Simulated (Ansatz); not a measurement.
Steps of a relaxation of C4H10AlNO, SMILES `CC#[N+][Al-]([CH3])([CH3])[OH]` with RKS PBE0-D4/def2-TZVP.

```sh
$ ansatz run in.yaml --threads 4 --pin off --events-out ev --progress --plain --max-ram 11315MiB
```

```yaml
crystal:
  periodic: [false, false, false]
  atoms:
    - {symbol: C, position_ang: [2.857192, -0.317547, 1.878881]}
    - {symbol: C, position_ang: [1.644752, -0.070741, 1.121740]}
    - {symbol: N, position_ang: [0.673979, 0.134107, 0.509991]}
    - {symbol: Al, position_ang: [-0.984483, 0.496920, -0.693293]}
    - {symbol: C, position_ang: [-0.317237, -0.379550, -2.335271]}
    - {symbol: C, position_ang: [-2.380685, -0.374149, 0.418601]}
    - {symbol: O, position_ang: [-0.938760, 2.247993, -0.778650]}
    - {symbol: H, position_ang: [3.698629, 0.257269, 1.443073]}
    - {symbol: H, position_ang: [2.718859, -0.007178, 2.933713]}
    - {symbol: H, position_ang: [3.108873, -1.396466, 1.852574]}
    - {symbol: H, position_ang: [-0.010718, -1.435457, -2.170621]}
    - {symbol: H, position_ang: [-1.104045, -0.394302, -3.120738]}
    - {symbol: H, position_ang: [0.554021, 0.159929, -2.764257]}
    - {symbol: H, position_ang: [-3.372186, -0.336188, -0.084091]}
    - {symbol: H, position_ang: [-2.158760, -1.450021, 0.591595]}
    - {symbol: H, position_ang: [-2.511894, 0.096082, 1.417474]}
    - {symbol: H, position_ang: [-1.496437, 2.768899, -0.180622]}
basis:
  gaussian: {orbitals: def2-TZVP}
hamiltonian: {xc: pbe0, dispersion: d4}
relax: {f_tol: 0.005, max_steps: 150}
```

Positions (Å) and forces (eV/Å) along the path, 8 of 20 steps:

```xyz
17
step=1 energy=-14438.3008 eV
C     2.857   -0.318    1.879    0.289   -0.065    0.180
C     1.645   -0.071    1.122   -1.941    0.429   -1.230
N     0.674    0.134    0.510    2.190   -0.438    1.394
Al   -0.984    0.497   -0.693    0.057    0.266   -0.024
C    -0.317   -0.380   -2.335    0.058   -0.154   -0.320
C    -2.381   -0.374    0.419   -0.295   -0.130    0.155
O    -0.939    2.248   -0.779   -0.436   -0.129    0.495
H     3.699    0.257    1.443   -0.454   -0.269    0.183
H     2.719   -0.007    2.934    0.021   -0.141   -0.540
H     3.109   -1.396    1.853   -0.166    0.531   -0.015
H    -0.011   -1.435   -2.171   -0.147    0.493   -0.071
H    -1.104   -0.394   -3.121    0.383   -0.001    0.344
H     0.554    0.160   -2.764   -0.405   -0.248    0.194
H    -3.372   -0.336   -0.084    0.454   -0.020    0.246
H    -2.159   -1.450    0.592   -0.091    0.499   -0.085
H    -2.512    0.096    1.417    0.071   -0.208   -0.468
H    -1.496    2.769   -0.181    0.411   -0.415   -0.438
17
step=2 energy=-14438.3851 eV
C     2.843   -0.309    1.873    0.092   -0.022    0.059
C     1.637   -0.065    1.118    0.217   -0.031    0.136
N     0.686    0.134    0.517   -0.190    0.028   -0.133
Al   -0.967    0.485   -0.689    0.013    0.218   -0.011
C    -0.321   -0.383   -2.334    0.024   -0.048   -0.097
C    -2.369   -0.368    0.410   -0.095   -0.051    0.050
O    -0.929    2.227   -0.753   -0.104   -0.192    0.137
H     3.672    0.260    1.438   -0.131   -0.080    0.059
H     2.701    0.000    2.914    0.011   -0.042   -0.158
H     3.088   -1.377    1.846   -0.046    0.158   -0.002
H    -0.026   -1.430   -2.173   -0.038    0.137   -0.015
H    -1.097   -0.391   -3.114    0.103    0.009    0.121
H     0.545    0.145   -2.757   -0.107   -0.068    0.056
H    -3.352   -0.323   -0.082    0.149   -0.001    0.061
H    -2.156   -1.434    0.582   -0.029    0.136   -0.019
H    -2.489    0.100    1.399    0.029   -0.056   -0.131
H    -1.484    2.730   -0.155    0.101   -0.095   -0.113
17
step=5 energy=-14438.3918 eV
C     2.842   -0.303    1.872    0.001   -0.001    0.002
C     1.637   -0.067    1.114   -0.005    0.008   -0.003
N     0.686    0.124    0.510    0.004   -0.011   -0.001
Al   -0.961    0.480   -0.688    0.010   -0.017    0.002
C    -0.323   -0.385   -2.332   -0.002    0.000   -0.002
C    -2.365   -0.367    0.406   -0.001   -0.002    0.000
O    -0.920    2.209   -0.735   -0.010    0.013    0.012
H     3.663    0.274    1.443   -0.001   -0.001    0.002
H     2.691    0.003    2.909    0.001   -0.001   -0.002
H     3.093   -1.364    1.842    0.000    0.003    0.001
H    -0.045   -1.433   -2.175   -0.001    0.001   -0.001
H    -1.096   -0.376   -3.108    0.002    0.000   -0.001
H     0.549    0.130   -2.749   -0.001   -0.002   -0.001
H    -3.344   -0.301   -0.083   -0.001    0.000    0.002
H    -2.170   -1.433    0.570   -0.002    0.001    0.000
H    -2.472    0.098    1.393   -0.001   -0.001   -0.001
H    -1.484    2.710   -0.149    0.006    0.010   -0.008
17
step=6 energy=-14438.3919 eV
C     2.843   -0.299    1.874    0.003   -0.001    0.002
C     1.639   -0.069    1.113   -0.008    0.005   -0.004
N     0.687    0.117    0.508    0.012   -0.008    0.006
Al   -0.959    0.477   -0.687   -0.008   -0.026   -0.005
C    -0.325   -0.386   -2.334   -0.001    0.001   -0.001
C    -2.366   -0.368    0.405    0.001    0.002    0.001
O    -0.915    2.206   -0.730   -0.003    0.022    0.007
H     3.661    0.284    1.448   -0.003   -0.002    0.002
H     2.688    0.003    2.911    0.001   -0.001   -0.003
H     3.101   -1.359    1.842    0.000    0.004    0.001
H    -0.056   -1.437   -2.180   -0.001    0.003   -0.002
H    -1.098   -0.368   -3.110    0.003    0.000    0.002
H     0.551    0.123   -2.749   -0.002   -0.002    0.000
H    -3.345   -0.293   -0.081    0.003    0.000    0.002
H    -2.177   -1.436    0.564    0.000    0.002   -0.001
H    -2.468    0.093    1.394   -0.001   -0.003   -0.002
H    -1.480    2.711   -0.149    0.005    0.003   -0.005
17
step=7 energy=-14438.3920 eV
C     2.843   -0.294    1.877    0.003    0.000    0.001
C     1.640   -0.072    1.113   -0.003    0.001   -0.001
N     0.688    0.108    0.505    0.010   -0.005    0.006
Al   -0.958    0.474   -0.687   -0.008   -0.012   -0.001
C    -0.329   -0.388   -2.337   -0.002   -0.002    0.000
C    -2.367   -0.369    0.405   -0.001    0.003   -0.001
O    -0.905    2.203   -0.725    0.000    0.015   -0.001
H     3.658    0.297    1.455   -0.004   -0.002    0.002
H     2.683    0.004    2.914    0.001   -0.001   -0.003
H     3.111   -1.351    1.843   -0.001    0.005    0.001
H    -0.070   -1.442   -2.187   -0.001    0.005   -0.002
H    -1.101   -0.360   -3.114    0.005   -0.001    0.003
H     0.553    0.114   -2.749   -0.004   -0.002    0.002
H    -3.347   -0.285   -0.079    0.004   -0.002    0.004
H    -2.185   -1.439    0.556   -0.001    0.003   -0.001
H    -2.464    0.086    1.397    0.000   -0.003   -0.005
H    -1.470    2.713   -0.148    0.003   -0.003   -0.001
17
step=10 energy=-14438.3921 eV
C     2.844   -0.287    1.882    0.000    0.000   -0.001
C     1.641   -0.077    1.114    0.000   -0.001    0.000
N     0.690    0.093    0.503    0.000    0.001   -0.001
Al   -0.957    0.469   -0.689    0.005    0.005    0.005
C    -0.337   -0.391   -2.342   -0.001    0.000    0.000
C    -2.368   -0.369    0.404   -0.001   -0.001   -0.002
O    -0.891    2.198   -0.722    0.002   -0.004   -0.004
H     3.650    0.323    1.471   -0.001   -0.001    0.001
H     2.672   -0.003    2.921    0.000    0.000    0.000
H     3.131   -1.339    1.838    0.000    0.001    0.000
H    -0.085   -1.447   -2.198    0.000    0.000    0.001
H    -1.109   -0.354   -3.118    0.000    0.000   -0.002
H     0.547    0.107   -2.753    0.000    0.001    0.000
H    -3.349   -0.277   -0.076   -0.002    0.000    0.000
H    -2.191   -1.440    0.550    0.000    0.000    0.000
H    -2.460    0.082    1.398    0.000    0.001    0.001
H    -1.448    2.712   -0.141   -0.002   -0.001    0.003
17
step=14 energy=-14438.3921 eV
C     2.845   -0.284    1.883    0.007   -0.001    0.004
C     1.642   -0.080    1.113   -0.001    0.000   -0.001
N     0.691    0.087    0.501    0.001    0.001    0.001
Al   -0.955    0.467   -0.690   -0.001   -0.002   -0.002
C    -0.340   -0.396   -2.344    0.001    0.000    0.000
C    -2.370   -0.364    0.403    0.000    0.001    0.000
O    -0.883    2.196   -0.723   -0.002   -0.001    0.003
H     3.640    0.355    1.495   -0.007   -0.006    0.004
H     2.660   -0.034    2.929    0.002   -0.003   -0.008
H     3.155   -1.328    1.812   -0.002    0.009    0.000
H    -0.088   -1.452   -2.198    0.000    0.000    0.000
H    -1.115   -0.359   -3.118    0.000    0.000    0.000
H     0.543    0.101   -2.758    0.000    0.000    0.000
H    -3.349   -0.270   -0.078    0.000    0.000    0.000
H    -2.196   -1.436    0.552    0.000    0.000    0.000
H    -2.460    0.090    1.397    0.000    0.000    0.000
H    -1.439    2.707   -0.138    0.002    0.002   -0.003
17
step=20 energy=-14438.3923 eV
C     2.845   -0.288    1.880    0.000    0.000    0.000
C     1.641   -0.076    1.113   -0.001    0.000   -0.001
N     0.690    0.096    0.503   -0.002    0.000   -0.001
Al   -0.956    0.469   -0.691    0.001    0.000    0.001
C    -0.338   -0.406   -2.337    0.000    0.000    0.000
C    -2.370   -0.355    0.408    0.000    0.000    0.000
O    -0.884    2.198   -0.738    0.000    0.000    0.000
H     3.613    0.415    1.555    0.000    0.001    0.000
H     2.639   -0.133    2.940    0.000    0.000    0.000
H     3.203   -1.307    1.728    0.001    0.000    0.000
H    -0.087   -1.461   -2.184    0.000    0.000    0.000
H    -1.112   -0.375   -3.113    0.000    0.000    0.000
H     0.546    0.088   -2.754    0.000    0.000    0.000
H    -3.350   -0.265   -0.074    0.000    0.000    0.000
H    -2.196   -1.425    0.565    0.000    0.000    0.000
H    -2.462    0.107    1.398    0.000    0.000    0.000
H    -1.441    2.716   -0.160    0.000    0.000    0.000
```

Hardware: 4 threads of an Arm Neoverse V1 on a shared host. Wall time 2.4 min, peak host memory 1 GiB.
